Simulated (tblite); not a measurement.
Problem. Write Cartesian coordinates for InChI=1S/C5H11PSi/c1-4(7)6-5-2-3-5/h5H,2-3H2,1,7H3 as optimised with GFN2-xTB.

Solution. 
```xyz
18
C5H11PSi angstrom
C      0.928    1.312    0.574
C      1.282   -0.064    0.097
Si     3.096   -0.424   -0.265
P      0.163   -1.306   -0.125
C     -1.427   -0.499    0.370
C     -2.238    0.241   -0.659
C     -2.715   -1.075   -0.140
H      0.080    1.715    0.021
H      0.649    1.291    1.630
H      1.772    1.991    0.464
H      3.885   -0.134    0.939
H      3.249   -1.820   -0.661
H      3.552    0.477   -1.331
H     -1.433   -0.102    1.381
H     -2.757    1.138   -0.352
H     -1.863    0.282   -1.672
H     -3.570   -1.091    0.521
H     -2.662   -1.927   -0.803
```

Any rigid rotation of these coordinates is as good. Atoms count from 1 in this order. Of the pairs four or more bonds apart, C5···H8 is among the closest relative to their van der Waals radii: 2.70 Å, 93 % of the sum of Bondi's values. Si3 (SiH3 silicon) is tetrahedral (angles from 107.9° to 110.9°). The 2 C–P bonds span 1.687 Å (C2=P4, drawn double) to 1.850 Å (P4–C5, drawn single), a spread of 0.163 Å. The 3-membered ring C5–C6–C7 has internal angles of 59.6° to 60.4°.

Bonds between heavy atoms (Å): C1–C2 1.498, C2–Si3 1.885, C2=P4 1.687, P4–C5 1.850, C5–C6 1.505, C6–C7 1.493, C5–C7 1.501.

Computed geometry: GFN2-xTB, gas phase.

Point group: C1 (no symmetry element, even within 0.4 Å). Its GFN2-xTB frequencies are all real (lowest 47 cm⁻¹). The numbers are those of one conformer (C2–P4–C5–C6 89°).

On Arm Neoverse N1, one thread, shared host with 64 logical CPUs at a one-minute load of 54, this took 2.5 s of wall time. This is the geometry optimisation.
